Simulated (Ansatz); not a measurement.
```xyz
8

F     1.2970   -1.8679   -1.7988
Sn    0.7524   -0.0319   -1.7589
F     2.3536    0.9458   -2.1221
O     0.3434    0.3706    0.0971
Si   -0.9081    0.1859    1.1522
H    -1.7014   -1.0295    0.8245
H    -1.8072    1.3678    1.0941
H    -0.3297    0.0590    2.5119
```

The species carries charge 0 and has multiplicity 2. Sn takes the def2 core potential.

**Question.** List the PBE/def2-TZVPP orbital energies in eV (Ansatz). (Best estimate.)

**Answer.** The calculation gave: α occupied: -1780.40, -659.52, -659.48, -511.05, -138.07, -134.54, -94.85, -94.78, -94.78, -90.55, -90.46, -90.44, -29.29, -29.06, -27.31, -26.92, -26.90, -26.71, -26.07, -24.33, -14.31, -12.71, -10.91, -10.76, -10.07, -9.67, -9.60, -9.43, -9.33, -9.23, -8.21, -7.79, -6.84. α empty: -1.42, -1.17, -1.09, 0.16, 0.65, 0.74, 0.98, 2.27. β occupied: -1780.40, -659.42, -659.39, -510.93, -138.07, -134.50, -94.85, -94.78, -94.78, -90.47, -90.43, -90.42, -29.12, -28.88, -27.18, -26.82, -26.81, -26.57, -25.94, -24.09, -14.14, -12.50, -10.67, -10.46, -9.87, -9.57, -9.47, -9.34, -9.23, -9.15, -8.02, -7.73. β empty: -5.93, -1.18, -0.81, -0.68, 0.42, 0.68, 0.78, 1.03. ⟨S²⟩ = 0.752.
